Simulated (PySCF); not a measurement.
# EPR parameters of C6H10NSi

C6H10NSi (doublet state).
Structure used (GFN2-xTB), in Å, numbered top down from 1:
```
atom  x, y, z in Å
C1     2.9331    1.2848   -0.2624
N2     3.3313    0.1333   -0.0089
Si3    2.5293   -1.3680    0.3003
C4     0.6801   -1.3131    0.2886
C5    -0.5245   -1.2413    0.3006
C6    -1.9761   -1.0936    0.2582
C7    -2.2955    0.0676   -0.6117
C8    -2.3174    1.4408   -0.0670
H9     1.8805    1.5787   -0.3467
H10    3.6591    2.0805   -0.4192
H11    3.0040   -2.2375   -0.7761
H12    2.9988   -1.7301    1.6376
H13   -2.3440   -0.9361    1.2772
H14   -2.4076   -2.0186   -0.1384
H15   -2.2208   -0.0646   -1.6783
H16   -2.8832    2.1076   -0.7164
H17   -2.7524    1.4600    0.9328
H18   -1.3037    1.8559    0.0181
```

The hyperfine couplings belong to this conformer and change with its torsions.

As a line formula: `C(C#C[SiH2]N=C)[CH]C` [radical].

Computed, not measured: PySCF 2.14.0, UKS B3LYP, pcH-1 on C H N Si, non-relativistic, mean-field spin-orbit, GIAO. Isolated species at its GFN2-xTB geometry (one conformer only). Couplings are sensitive to structure, and on GFN2-xTB geometries they can be far from those on DFT ones. No stability test was run, so a lower SCF solution isn't excluded.

- g1, g2, g3: 2.00216, 2.00268, 2.00293
- g_iso: 2.00259
- Form of g: rhombic: the two nearest values differ by 32 % of g3 − g1
- ⟨S²⟩: 0.7539 (exact 0.7500)
- α and β electrons: 34, 33
- Total energy: -578.82117 Eh

Hyperfine couplings atom by atom, in MHz; T1 to T3 are the principal values of the dipolar part:

```json
{"atom": "C1", "isotope": "13C", "a_iso": "0.2", "of which spin–orbit": "0.0", "T1": "-0.2", "T2": "-0.1", "T3": "0.3", "Mulliken spin population": "0.00"}
{"atom": "N2", "isotope": "14N", "a_iso": "0.1", "of which spin–orbit": "0.0", "T1": "-0.1", "T2": "-0.1", "T3": "0.2", "Mulliken spin population": "0.00"}
{"atom": "Si3", "isotope": "29Si", "a_iso": "0.6", "of which spin–orbit": "0.0", "T1": "-0.4", "T2": "0.1", "T3": "0.3", "Mulliken spin population": "0.00"}
{"atom": "C4", "isotope": "13C", "a_iso": "8.3", "of which spin–orbit": "0.0", "T1": "-4.5", "T2": "-2.1", "T3": "6.6", "Mulliken spin population": "0.04"}
{"atom": "C5", "isotope": "13C", "a_iso": "95.0", "of which spin–orbit": "0.0", "T1": "-5.8", "T2": "-2.8", "T3": "8.5", "Mulliken spin population": "0.02"}
{"atom": "C6", "isotope": "13C", "a_iso": "-24.7", "of which spin–orbit": "0.0", "T1": "-2.3", "T2": "0.0", "T3": "2.3", "Mulliken spin population": "-0.07"}
{"atom": "C7", "isotope": "13C", "a_iso": "111.9", "of which spin–orbit": "-0.1", "T1": "-81.5", "T2": "-80.7", "T3": "162.2", "Mulliken spin population": "1.01"}
{"atom": "C8", "isotope": "13C", "a_iso": "-31.4", "of which spin–orbit": "0.0", "T1": "-2.2", "T2": "-0.4", "T3": "2.6", "Mulliken spin population": "-0.08"}
{"atom": "H9", "isotope": "1H", "a_iso": "0.1", "of which spin–orbit": "0.0", "T1": "-1.0", "T2": "-0.8", "T3": "1.8", "Mulliken spin population": "0.00"}
{"atom": "H10", "isotope": "1H", "a_iso": "0.1", "of which spin–orbit": "0.0", "T1": "-0.4", "T2": "-0.3", "T3": "0.7", "Mulliken spin population": "0.00"}
{"atom": "H11", "isotope": "1H", "a_iso": "-0.2", "of which spin–orbit": "0.0", "T1": "-0.5", "T2": "-0.5", "T3": "1.0", "Mulliken spin population": "0.00"}
{"atom": "H12", "isotope": "1H", "a_iso": "1.2", "of which spin–orbit": "0.0", "T1": "-0.5", "T2": "-0.4", "T3": "0.9", "Mulliken spin population": "0.00"}
{"atom": "H13", "isotope": "1H", "a_iso": "20.8", "of which spin–orbit": "0.0", "T1": "-5.1", "T2": "-4.3", "T3": "9.3", "Mulliken spin population": "0.01"}
{"atom": "H14", "isotope": "1H", "a_iso": "42.0", "of which spin–orbit": "0.0", "T1": "-5.2", "T2": "-4.6", "T3": "9.8", "Mulliken spin population": "0.02"}
{"atom": "H15", "isotope": "1H", "a_iso": "-58.1", "of which spin–orbit": "0.0", "T1": "-38.2", "T2": "-1.2", "T3": "39.3", "Mulliken spin population": "-0.04"}
{"atom": "H16", "isotope": "1H", "a_iso": "36.1", "of which spin–orbit": "0.0", "T1": "-5.0", "T2": "-4.5", "T3": "9.5", "Mulliken spin population": "0.01"}
{"atom": "H17", "isotope": "1H", "a_iso": "36.9", "of which spin–orbit": "0.0", "T1": "-4.8", "T2": "-4.4", "T3": "9.2", "Mulliken spin population": "0.01"}
{"atom": "H18", "isotope": "1H", "a_iso": "156.0", "of which spin–orbit": "0.0", "T1": "-5.2", "T2": "-3.0", "T3": "8.2", "Mulliken spin population": "0.07"}
```

Largest spin populations (Mulliken): C7 (+1.01), C8 (-0.08), H18 (+0.07) and C6 (-0.07). C7 is the only atom above +0.15. The positive populations add up to 1.19 and the negative ones to -0.19, together 2S = 1. The angles at C7 add up to 357.6°, so it is nearly planar; its axial dipolar tensor and the negative coupling of its proton fit spin in a p orbital normal to that plane.

Axes: g3 points within 15° of the C7–H15 bond.

Under fast tumbling the dipolar parts average out, and these isotropic splittings remain: 3 × 1H (H16/H17/H18, I = 1/2, 4 lines) with 2.72 mT, 1 × 1H (H15, I = 1/2, 2 lines) with 2.07 mT and 2 × 1H (H13/H14, I = 1/2, 3 lines) with 1.12 mT.

Nuclei that the bonding pattern makes equivalent are averaged, as if the motion that swaps them (rotation, inversion, ring flip) were fast. The three 1H nuclei of mean +76.4 MHz run from 36.1 to 156.0 MHz in the frozen geometry. The 1H value of +31.4 MHz is a mean of couplings from 20.8 to 42.0 MHz in this one geometry, not an average over conformers.

The 13C coupling of C7 (111.9 MHz) shows only in satellite lines or after enrichment, since that isotope makes up about 1.07 % of natural carbon.
